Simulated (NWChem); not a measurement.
System: BiHOF2; SMILES [OH][Bi]([F])[F]

```xyz
5

Bi     0.2674    -0.0221     0.0000
F     -0.7286     0.9484    -1.4746
F     -0.7286     0.9484     1.4746
O     -0.9034    -1.7152     0.0000
H     -1.8493    -1.5113     0.0000
```
Atoms are numbered in this order, from 1.

All runs use the structure optimised with PBE0/def2-SVP. Not confirmed as a minimum by frequencies. def2 effective core potentials on Bi; no spin-orbit coupling.

Symmetry labels are those of Cs in the frame above (b1 and b2, or b-type labels, depend on it).

### Question
List the 4 lowest vertical singlet excitations from B3LYP/def2-SVPD with def2 effective core potentials on Bi, TDA (NWChem).

### Answer
```csv
state,energy (eV),oscillator strength,symmetry,leading excitation (squared amplitude)
S1,6.09,0.001,a",HOMO → LUMO+1 (0.98)
S2,6.16,0.000,a',HOMO → LUMO (0.83)
S3,6.28,0.019,a",HOMO−1 → LUMO (0.93)
S4,6.47,0.006,a",HOMO → LUMO+2 (0.96)
```
